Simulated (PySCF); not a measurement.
A PySCF script (with the pyscf-properties extension) for the NMR shieldings of `C(=C)[C@@H]1C[CH2][AlH2-][N+]1(C)C`, C7H16AlN, on a PBE0-D3(BJ)/def2-SVP geometry:

```python
import basis_set_exchange as bse
import numpy as np
from pyscf import gto, scf
from pyscf.prop import nmr

atoms = """
C     2.826455   -0.820893   -0.341617
C     1.741567   -0.229426    0.157747
C     0.503886    0.058343   -0.639989
C     0.289110    1.578493   -0.757641
C    -0.129582    2.191362    0.586610
Al   -1.122282    0.760413    1.578648
N    -0.711167   -0.547693    0.000302
C    -0.491602   -1.932963    0.428031
C    -1.849347   -0.504336   -0.927260
H     2.857011   -1.183331   -1.374561
H     3.729024   -0.955827    0.259613
H     1.744565    0.127187    1.195337
H     0.621083   -0.395445   -1.643206
H     1.217867    2.009440   -1.169286
H    -0.481223    1.767277   -1.522988
H    -0.705545    3.115590    0.421487
H     0.760555    2.490307    1.166561
H    -0.365873    0.079756    2.826730
H    -2.729190    0.765705    1.631941
H     0.316139   -1.978181    1.167158
H    -0.229261   -2.576278   -0.430560
H    -1.411267   -2.313465    0.893425
H    -2.727295   -0.953031   -0.445573
H    -1.616451   -1.057887   -1.854606
H    -2.102550    0.531716   -1.181375
"""
names = dict.fromkeys(["C", "Al", "N", "H"], "pcSseg-1")
basis = {el: gto.basis.parse(bse.get_basis(n, elements=[el], fmt="nwchem")) for el, n in names.items()}
mol = gto.M(atom=atoms, basis=basis, charge=0, verbose=0)
mf = scf.RHF(mol)
mf.conv_tol = 1e-9
mf.kernel()

calc = nmr.RHF(mf)   # GIAO
C = mf.mo_coeff
Co = C[:, mf.mo_occ > 0]
resp = mf.gen_response(singlet=True, hermi=2)
def vind(x):   # induced exchange potential for any number of trial vectors
    d = np.einsum("pi,xij,qj->xpq", C, 2 * x.reshape(-1, C.shape[1], Co.shape[1]), Co, optimize=True)
    return np.einsum("xpq,pi,qj->xij", resp(d - d.transpose(0, 2, 1)), C, Co, optimize=True).ravel()
mo1, _ = nmr.rhf.solve_mo1(calc, with_cphf=vind)
sigma = calc.kernel(mo1)
for i, s in enumerate(sigma):   # ppm
    w = np.linalg.eigvalsh((s + s.T) / 2)
    print("%2d %-2s iso %8.1f  s11 %8.1f  s22 %8.1f  s33 %8.1f" % (i, mol.atom_pure_symbol(i), w.mean(), *w))
```

Task: What does it print?

Result: 
```
 0 C  iso     65.9  s11    -62.7  s22     96.9  s33    163.6
 1 C  iso     43.0  s11   -100.3  s22     59.5  s33    169.7
 2 C  iso    122.5  s11    105.3  s22    116.8  s33    145.4
 3 C  iso    162.4  s11    143.7  s22    164.9  s33    178.7
 4 C  iso    194.1  s11    181.9  s22    191.6  s33    208.8
 5 Al iso    437.9  s11    427.9  s22    433.0  s33    452.8
 6 N  iso    234.7  s11    213.6  s22    230.2  s33    260.4
 7 C  iso    148.8  s11    130.4  s22    136.6  s33    179.5
 8 C  iso    148.2  s11    123.1  s22    138.4  s33    183.3
 9 H  iso     26.3  s11     22.1  s22     24.9  s33     31.9
10 H  iso     26.3  s11     22.7  s22     24.5  s33     31.6
11 H  iso     25.3  s11     21.9  s22     23.5  s33     30.4
12 H  iso     29.5  s11     26.6  s22     27.8  s33     34.0
13 H  iso     30.1  s11     24.9  s22     28.3  s33     37.2
14 H  iso     30.0  s11     25.5  s22     28.8  s33     35.8
15 H  iso     31.8  s11     26.5  s22     28.3  s33     40.6
16 H  iso     31.7  s11     26.6  s22     29.1  s33     39.4
17 H  iso     27.9  s11     24.9  s22     26.2  s33     32.8
18 H  iso     28.0  s11     24.5  s22     26.4  s33     33.1
19 H  iso     29.0  s11     24.0  s22     27.9  s33     35.0
20 H  iso     30.0  s11     26.0  s22     27.1  s33     36.8
21 H  iso     29.5  s11     24.8  s22     26.8  s33     36.8
22 H  iso     29.3  s11     24.9  s22     26.4  s33     36.8
23 H  iso     30.1  s11     25.9  s22     27.3  s33     37.2
24 H  iso     29.0  s11     23.6  s22     28.3  s33     35.1
```

These numbers come from an equivalent density-fitted implementation of the same equations, which agrees with the script to about 0.01 ppm for H and up to a few tenths of a ppm for heavy atoms, so last digits may differ.

Task: Turn these shieldings into chemical shifts. δ = σ(ref) − σ, references computed at the same level: 13C (σref 190.85), 1H (σref 31.69) vs TMS; 27Al (σref 516.24) vs AlH4-; 15N (σref 265.72) against NH3.

Result: Averaging equivalent atoms: C 1: 147.8; C 0: 124.9; C 2: 68.3; C 8: 42.6; C 7: 42.0; C 3: 28.4; C 4: -3.2; Al 5: 78.4; N 6: 31.0; H 11: 6.41; H 10: 5.41; H 9: 5.41; H 17: 3.75; H 18: 3.68; H 19/20/21: 2.22; H 22/23/24: 2.21; H 12: 2.19; H 14: 1.65; H 13: 1.57; H 16: 0.00; H 15: -0.10 ppm. Experimental scales use liquid or dissolved standards, which lie at an offset from isolated NH3 (liquid NH3: subtract about 20 ppm).

Size and cost of the density-fitted run: 240 basis functions, 44 s wall time on 1 thread of an Arm Neoverse N1, shared host; peak memory 1.1 GiB.
